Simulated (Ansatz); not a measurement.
Ansatz (a quantum-chemistry and plane-wave program) input (B2PLYP/def2-TZVPD):

Ansatz 0.2 input:
```yaml
crystal:
  periodic: [false, false, false]
  atoms:
    - {symbol: Cd, position_ang: [-0.25109247, -0.79782338, -0.38106613]}
    - {symbol: Cl, position_ang: [1.30828566, 1.28674475, -0.42634009]}
    - {symbol: Cl, position_ang: [-0.59931869, 0.96593302, 1.50229152]}
basis:
  gaussian:
    orbitals: def2-TZVPD
hamiltonian:
  xc: {name: B2PLYP}
magnetization: {spin_polarized: true, initial_magnetization: 2}
correlation: {electrons: outside_noble_gas}
```

Output:

```
Functional definition: B2PLYP
integrals: 0.14 GiB planned
912 factors; integrals over basis functions are off by at most 9.6e-4 eV
mean field: 0.87 GiB planned
mean field evaluation 1: about -29591.3072 eV, gradient 1.1e1 eV
mean field evaluation 2: about -29591.4784 eV, gradient 1.1e1 eV
mean field evaluation 4: about -29592.3836 eV, gradient 1.3e0 eV
mean field evaluation 8: about -29592.4047 eV, gradient 5.6e-2 eV
mean field evaluation 16: about -29592.4048 eV, gradient 6.9e-4 eV
mean field evaluation 32: about -29592.2613 eV, gradient 2.3e0 eV
mean field -29592.40481436 eV, -1087.5008184752 hartree, gradient 6.9e-6 eV, S^2 2.013158; 4 other end points of the search recorded, 0 dependent functions left out
14 core orbitals not correlated
reference -29592.40496621 eV, -1087.5008240559 hartree; 14, 12 occupied and 104, 106 virtual orbitals, 912 factors
second order -22.49731281 eV of doubles, -0.00000000 eV of singles
Total energy: -29598.47924067 eV, -1087.7240495250 hartree
```

The spin state was set by rule; other spins were not relaxed.
